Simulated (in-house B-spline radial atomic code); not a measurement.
Configurations of Sc III (Sc2+), with energies counted from [Ar] 3d1. Level of theory: scalar-relativistic (X2C) HSE06, spin-polarised, spherical fractional occupations, Fermi nucleus of rms radius 3.5459 fm; calculated with a B-spline radial code for spherical atoms. Shells without spins written out take the highest spin.

Caution: exact exchange at fractional occupations of open shells leaves self-interaction of up to several eV.

Occupations are held fixed; configurations that lie above the ionisation limit could autoionise.

| configuration | E - E(ref) (eV) | highest orbital | its <r> (bohr) |
| --- | --- | --- | --- |
| [Ar] 4d(1 up, 0 down) | 12.758 | 4d up | 4.696 |
| [Ne] 3s2 3p(3 up, 2 down) 3d(0 up, 1 down) 4s(1 up, 0 down) | 37.275 | 4s up | 2.909 |
| [Ne] 3s2 3p5 3d1 4d1 | 46.627 | 4d up | 4.594 |
| [Ne] 3s2 3p5 3d1 4f1 | 50.069 | 4f up | 5.836 |
| [Ne] 3s2 3p(2 up, 3 down) 3d(1 up, 0 down) 4f(1 up, 0 down) | 51.412 | 4f up | 5.849 |

Question: Order these further configurations by energy, lowest first.
A. [Ar] 4f1
B. [Ne] 3s2 3p5 3d1 4p1
C. [Ne] 3s2 3p5 3d1 4s1
D. [Ne] 3s2 3p5 3d2
E. [Ar] 4s(0 up, 1 down)

Answer: E (2.1497 eV), A (16.03 eV), D (31.421 eV), C (35.632 eV), B (40.584 eV).

Question: How far above the reference does [Ar] 4p1 lie?

Answer: 6.9151 eV; its least bound orbital is 4p up with <r> = 3.448 bohr.
